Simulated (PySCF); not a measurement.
Compound: C₄H₃F₃N₂O.
Bonds: C1–C2, C2–N3 (aromatic), N3–N4 (aromatic), N4–C5 (aromatic), C5–C6, C6–F7, C6–F8, C6–F9, C5–O10 (aromatic), C2–O10 (aromatic). Hydrogens: H11, H12, H13 on C1.

Definitions: NICS(0) = −σiso at the ring centroid; NICS(1) = −σiso and NICS(1)zz = −σzz at ±1 Å along the ring normal z. Level: GIAO PBE0/pcSseg-1 (PySCF, non-relativistic, gas phase) on the GFN2-xTB geometry, one conformer.

Ring bond lengths (Å), with Mayer bond orders in brackets: C2–N3 1.295 (1.67), N3–N4 1.339 (1.18), N4–C5 1.290 (1.67), C5–O10 1.347 (1.05), O10–C2 1.353 (1.07).

**Question.** What do the NICS probes read (ppm)?

**Answer.** 
| ring | type | NICS(0) | NICS(1), two faces | NICS(1)zz, two faces | rms pucker (Å) | centre to ring atoms, mean (Å) |
| --- | --- | --- | --- | --- | --- | --- |
| C2–N3–N4–C5–O10 | 5-membered ring with 2 N and O; formal bonds all aromatic | -10.0 | -10.6 / -10.6 | -26.6 / -26.6 | 0.00 | 1.13 |

**Question.** What do they say, and how far can they be read as aromaticity?

**Answer.** 
- C2–N3–N4–C5–O10: mean NICS(1)zz -26.6 ppm, shielded. The ring is flat and has no four-coordinate atom; by the NICS criterion it is aromatic.

**Question.** How equal are the bonds by HOMA? HOMA = 1 − mean of α(R − Ropt)² over the ring bonds, with Krygowski's 1993 parameters (CN: Ropt 1.334 Å, α 93.52 Å⁻²; CO: Ropt 1.265 Å, α 157.38 Å⁻²; NN: Ropt 1.309 Å, α 130.33 Å⁻²).

**Answer.** 
- C2–N3–N4–C5–O10: HOMA 0.45; the largest term is that of O10–C2, α(R − Ropt)² = 1.23.

**Question.** What are the shieldings of the ring atoms and their hydrogens in the same run (means over atoms taken as equivalent)?

**Answer.** 
```json
{"atoms": "C2", "environment": "substituted aromatic carbon", "σ isotropic (ppm)": "14.2"}
{"atoms": "N3", "environment": "pyridine-type nitrogen", "σ isotropic (ppm)": "-78.0"}
{"atoms": "N4", "environment": "pyridine-type nitrogen", "σ isotropic (ppm)": "-98.8"}
{"atoms": "C5", "environment": "substituted aromatic carbon", "σ isotropic (ppm)": "23.5"}
{"atoms": "O10", "environment": "furan-type oxygen", "σ isotropic (ppm)": "4.9"}
```

Conformer computed: `[CH3:1][c:2]1[n:3][n:4][c:5]([C:6]([F:7])([F:8])[F:9])[o:10]1`: N4–C5–C6–F7 121°.
